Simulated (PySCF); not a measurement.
Zr(OH)3 (H3O3Zr), SMILES [OH][Zr]([OH])[OH] (connectivity only; charge and spin as stated), neutral, multiplicity 2. Atoms are numbered in the order given.

```xyz
7

Zr     0.0000     0.0000     0.0000
O      1.9252     0.0000     0.0000
H      2.8805     0.0000     0.0000
O     -0.9626    -1.6672     0.0000
H     -1.4402    -2.4946     0.0000
O     -0.9626     1.6672     0.0000
H     -1.4402     2.4946     0.0000
```
Charge 0, spin multiplicity 2.

Geometry: PBE0-D3(BJ)/def2-SVP. The spin state was assumed, not searched. The isomer is the one that the SMILES or the coordinates give; other isomers of the formula were not compared. The def2 effective core potentials stand for the cores of Zr; spin–orbit coupling is left out. One conformer was computed; it need not be the lowest.

These are ωB97X/def2-TZVPD in PySCF values and carry that method's errors.

Mulliken values depend strongly on the basis, most of all with diffuse functions as here. ESP charges are fitted to the potential on shells at 1.4 to 2.0 van der Waals radii. Atomic charges (e):

| atom | Mulliken | ESP fit | Mulliken spin |
|---|---|---|---|
| Zr1 | 1.46 | 0.92 | 0.96 |
| O2 | -0.75 | -0.72 | 0.01 |
| H3 | 0.27 | 0.42 | 0.00 |
| O4 | -0.75 | -0.74 | 0.01 |
| H5 | 0.27 | 0.43 | 0.00 |
| O6 | -0.75 | -0.74 | 0.01 |
| H7 | 0.27 | 0.43 | 0.00 |
